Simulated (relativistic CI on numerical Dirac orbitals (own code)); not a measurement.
Ni³⁺ in a cubic cluster: L2,3 absorption with charge transfer

Computed with a charge-transfer multiplet model of a cubic metal-ligand cluster with up to 3 ligand holes, Slater and spin-orbit integrals from Dirac-Coulomb-Breit ions, Slater integrals scaled by 0.8. The ground state mixes d7 with configurations of k ligand holes L, whose averages lie at kΔ + k(k − 1)U_dd/2; a core hole lowers each added d electron by U_cd. 300 K, Lorentzian 0.4 eV and Gaussian 0.3 eV FWHM.

Atomic integrals in eV (Slater integrals scaled, ζ unscaled), ground: F2dd 10.578, F4dd 6.603, zeta_d 0.089; with the core hole: F2dd 11.178, F4dd 6.982, zeta_d 0.114, zeta_core 11.406, F2cd 6.704, G1cd 5.115, G3cd 2.909.

Cluster parameters (eV): Δ = 3.5, U_cd = 8.7, 10Dq = 0.5, 10Dq(ligand) = 0.1, V(eg) = 3.1, V(t2g) = -1.38, final-state hopping factor = 1.

```
         Case   n_d    d7   d8L  d9L2  d10L3     S
U_dd = 5.1 eV  7.34  0.69  0.29  0.02   0.00  1.49
U_dd = 5.8 eV  7.33  0.69  0.29  0.02   0.00  1.50
U_dd = 6.5 eV  7.33  0.69  0.29  0.02   0.00  1.50
U_dd = 7.2 eV  7.32  0.70  0.29  0.02   0.00  1.50
U_dd = 7.9 eV  7.32  0.70  0.28  0.02   0.00  1.50
```

Weights, n_d and S are thermal averages at 300 K. Photon energies count from the first peak over 30 % of the highest in each spectrum, which can be another peak from case to case. The parameters are a model scan and need not match a compound or its usual spin state. Peaks in eV (height, largest 100):
- U_dd = 5.1 eV: 0.0 (76), 2.0 (100), 3.0 (92), 5.7 (9), 6.9 (9), 7.5 (8), 8.3 (8), 9.3 (12), 10.3 (7), 18.1 (5), 19.6 (17), 20.6 (22), 21.2 (17)
- U_dd = 5.8 eV: 0.0 (75), 2.0 (100), 3.1 (97), 6.1 (7), 7.0 (7), 8.6 (6), 9.4 (8), 10.4 (5), 18.2 (5), 19.5 (20), 20.7 (24), 21.4 (16)
- U_dd = 6.5 eV: 0.0 (72), 2.0 (100), 3.1 (100), 7.3 (6), 9.6 (5), 18.2 (5), 19.5 (22), 20.2 (20), 20.8 (26), 21.5 (14)
- U_dd = 7.2 eV: 0.0 (68), 2.0 (100), 3.2 (100), 19.5 (23), 20.1 (21), 20.8 (26), 21.6 (12)
- U_dd = 7.9 eV: 0.0 (66), 2.0 (97), 3.2 (100), 19.5 (23), 20.2 (22), 20.8 (26), 21.7 (10)

For the case U_dd = 7.2 eV, Δ = 3.5 eV is smaller than U_dd = 7.2 eV, the charge-transfer side of the Zaanen-Sawatzky-Allen scheme. With the core hole the configuration with one ligand hole lies at Δ + U_dd − U_cd = -0.1, 0.6, 1.3, 2.0, 2.7 eV from the one without, in the order of the table; where this is negative the screened configuration lies lower, though the effective hopping of about 4.2 eV (from the holes of the mixed ground state) mixes the two strongly wherever it is as large as the gap.
